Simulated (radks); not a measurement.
Charge is removed step by step from the 4s level of neutral bromine, starting from [Ar] 3d10 4s2 4p5. Method: scalar-relativistic Kohn-Sham, PBEsol, spin-unpolarised, spherical densities, point nucleus; computed with a radial shooting solver on a logarithmic mesh with Libxc functionals.

removed (e),E - E(0) (eV),eigenvalue (eV),E minus straight line (eV)
0,0.000,-20.134,0.000
0.1,2.065,-21.178,-0.491
0.2,4.236,-22.239,-0.877
0.3,6.513,-23.314,-1.156
0.4,8.899,-24.405,-1.326
0.5,11.394,-25.509,-1.387
0.6,14.000,-26.626,-1.337
0.7,16.719,-27.757,-1.174
0.8,19.551,-28.899,-0.898
0.9,22.499,-30.054,-0.507
1,25.562,-31.220,0.000

Removing the whole electron costs 25.562 eV by Delta-SCF, against 20.134 eV from minus the eigenvalue at the starting occupation. Slater's transition state (half an electron removed) gives 25.509 eV. Integrating minus the eigenvalue over the occupation (Janak's theorem) gives 25.565 eV. In this scalar-relativistic scheme the density is built from large components alone, so the theorem holds only approximately. The mean slope of the eigenvalue, de/dn, is 11.1 eV per electron.
